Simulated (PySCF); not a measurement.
C3H7FSi, SMILES F[SiH2]C1CC1.

Geometry: PBE-D3(BJ)/def2-SVP. The structure was generated by enumeration, and PubChem lists no compound with its InChIKey, so it may never have been made. Other conformers were not sampled.

These are PBE/def2-TZVP (PySCF) values and carry that method's errors.

Isolated molecule, no solvent.

```yaml
total_energy: -507.58358 hartree
highest_occupied_level: -7.19 eV
lowest_empty_level: -0.57 eV
orbital_gap: 6.63 eV
dipole_moment: 2.06 D
quadrupole, principal values (traceless, Buckingham form, about the centre of nuclear charge): -4.78, 0.93, 3.85 D·Å
mean_static_polarisability: 61.0 bohr³ (9.03 Å³)
polarisability_principal_values: 55.4, 57.0, 70.5 bohr³
```
